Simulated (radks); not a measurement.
Problem. Excited configurations of Yb2+: one electron is placed in a higher orbital outside [Xe] 4f13. The ground configuration is [Xe] 4f14. Method: scalar-relativistic Kohn-Sham, SCAN, spin-unpolarised, spherical densities, finite nucleus; meta-GGA in the generalised Kohn-Sham scheme; Fermi nuclear charge, rms radius 5.3108 fm; computed with a radial shooting solver on a logarithmic mesh with Libxc functionals. Excitation = E - E(ground); binding = E(ion) - E, where the ion is the core of charge +3; n* = 3/sqrt(2 binding) in atomic units, and the quantum defect is n - n*.

outer orbital  excitation (eV)  binding (eV)     n*  quantum defect  eigenvalue (eV)  <r> (bohr)
5d                       7.041        19.610  2.499           2.501          -14.838       2.253
5f                      19.094         7.557  4.025           0.975           -6.006       5.912
6p                      11.510        15.141  2.844           3.156          -12.751       3.844
6f                      21.669         4.982  4.958           1.042           -4.126       10.26
7d                      20.881         5.770  4.607           2.393           -4.893       9.770

Estimate the row for 6d.

Solution. excitation (eV) 17.206; binding (eV) 9.444; n* 3.601; quantum defect 2.399; eigenvalue (eV) -7.805; <r> (bohr) 5.623. The Delta-SCF ionisation energy is 26.651 eV (NIST Atomic Spectra Database: 25.05 eV, semi-empirical). Self-interaction in the functional shifts the binding energies and quantum defects, so they are the method's values and not measured ones. Spin polarisation and multiplet splitting are left out, so open shells lie too high by an amount that depends on their filling. Spin-orbit splitting is averaged out at the scalar-relativistic level.

Beside tabulated values, note that spin-unpolarised runs miss the spin-polarisation part of the exchange energy of open shells.
